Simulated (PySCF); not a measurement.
C₂H₆STe. Atoms are numbered in the order given.

```xyz
10

Te    -0.3093    -0.0870     0.7256
C     -1.6587     1.3654    -0.1847
H     -2.4911     1.5225     0.5166
H     -2.0371     0.9745    -1.1369
H     -1.1081     2.3015    -0.3363
S      1.4643     0.1092    -0.9210
C      0.9428    -1.0589    -2.2334
H      0.8592    -2.0830    -1.8451
H      1.7340    -1.0252    -2.9988
H     -0.0087    -0.7518    -2.6891
```

Coordinates come from a B3LYP-D3(BJ)/def2-SVP optimisation. The def2 effective core potentials stand for the cores of Te; spin–orbit coupling is left out. Other conformers were not sampled.

All values below come from PBE0/def2-TZVP (PySCF).

ESP charges are fitted to the potential on shells at 1.4 to 2.0 van der Waals radii. Atomic charges (e):

| atom | Löwdin | ESP fit |
|---|---|---|
| Te1 | 0.28 | 0.06 |
| C2 | -0.55 | -0.74 |
| H3 | 0.11 | 0.27 |
| H4 | 0.11 | 0.24 |
| H5 | 0.11 | 0.23 |
| S6 | 0.17 | -0.13 |
| C7 | -0.56 | -0.38 |
| H8 | 0.11 | 0.13 |
| H9 | 0.12 | 0.19 |
| H10 | 0.11 | 0.15 |

Computed Mayer and Wiberg (Löwdin basis) orders of the bonds:
```json
[
 {"bond": "Te1–C2", "Mayer": "0.99", "Wiberg": "1.35"},
 {"bond": "C2–H3", "Mayer": "0.95", "Wiberg": "0.95"},
 {"bond": "C2–H4", "Mayer": "0.96", "Wiberg": "0.95"},
 {"bond": "C2–H5", "Mayer": "0.95", "Wiberg": "0.95"},
 {"bond": "Te1–S6", "Mayer": "1.15", "Wiberg": "1.46"},
 {"bond": "S6–C7", "Mayer": "1.02", "Wiberg": "1.52"},
 {"bond": "C7–H8", "Mayer": "0.96", "Wiberg": "0.94"},
 {"bond": "C7–H9", "Mayer": "0.94", "Wiberg": "0.93"},
 {"bond": "C7–H10", "Mayer": "0.96", "Wiberg": "0.95"}
]
```
